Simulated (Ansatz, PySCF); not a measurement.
Ce(SH)3 in two programs

Ce(SH)3 (singlet in the valence; each metal's 4f electrons, 1 of them, lie in its core potential, out of spins and levels), relaxed with PySCF 2.14.0, RKS BP86, Ce lcecp-1-SVP with ECP47, S def2-SVP, H def2-SVP; non-relativistic Hamiltonian with scalar-relativistic core potentials where named; density fitting; no spin-orbit coupling:

```xyz
7

Ce    0.0000    0.0000    0.5957
S     2.6399    0.4051    1.0049
H     2.9219   -0.9263    1.1404
S    -1.6707    2.0837    1.0049
H    -0.6588    2.9935    1.1404
S    -0.9691   -2.4887    1.0049
H    -2.2631   -2.0673    1.1404
```

There the HOMO–LUMO gap is 3.14 eV. The 4f levels lie in the core potential and are missing.

The same geometry by Ansatz 0.2.0 (PBE, PAW with the 4f shell of lanthanides and the 5f shell of actinides in the valence, a periodic box with 9 Å of vacuum; gaps over both spins; site moments in spheres, but by Gaussian weights under spin-orbit coupling, so that the two can't be compared; unpaired electrons at the start: 1, along z under spin-orbit coupling; the open shells may stand above their lowest state):

```json
{"spin-orbit coupling": "without", "U on f (eV)": "0", "gap (eV)": "0.33", "spin moment on Ce1 (μB)": "0.97", "orbital moment of its f shell (μB)": "–", "largest force component (eV/Å)": "0.37"}
```

(1) What does the run without spin-orbit coupling and with U = 5 eV give?

Semilocal functionals tend to give orbital moments well under those of Hund's rules.

Without U the plane-wave gap ends on 4f levels, which the Gaussian run lacks; U moves filled and empty 4f levels apart, though the lowest empty ones can remain 4f.

The spin-orbit runs use fully relativistic datasets of their own, so changes of a few hundredths of an eV needn't come from the coupling.

An lcecp potential fixes the number of 4f electrons, so in runs with it no electron can move into or out of that shell.

## Answers

(1) gap (eV): 2.97, spin moment on Ce1 (μB): 0.97, largest force component (eV/Å): 0.31. It took 3 min on 2 threads of Arm Neoverse V1, on a shared host, peak memory 1.3 GiB.
